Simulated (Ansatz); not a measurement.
Mulliken charges of `[NH]=[Ta]([OH])([F])[F]` from PBE/def2-TZVPP in Ansatz (PBE0-D4/def2-TZVP geometry).

```
atom   x (Å)   y (Å)   z (Å)  charge (e)
  N1  -0.799   1.006   0.618      -0.433
 Ta2  -0.072  -0.128  -0.513       1.011
  O3   1.290  -1.088   0.388      -0.370
  F4  -1.393  -1.327  -1.116      -0.294
  F5   0.680   0.831  -1.949      -0.294
  H6  -1.241   1.668   1.232       0.165
  H7   1.595  -1.031   1.294       0.216
```

Q: By hand: the dipole of these point charges (1 e Å = 4.8032 D).

A: Σ q r = (0.145, 0.036, 0.454) e Å, of length 0.478 e Å = 2.30 D.

Q: How does the dipole of the full density compare? (Estimate.)

A: Ansatz gave: (0.176, 0.004, 0.448) e Å, 2.31 D; the point charges give 1.00 times that, at 5° from its direction.

Point charges leave out the atoms' own dipoles, such as those of lone pairs, and Mulliken's split depends on the basis, so the close match here is no proof of good charges.
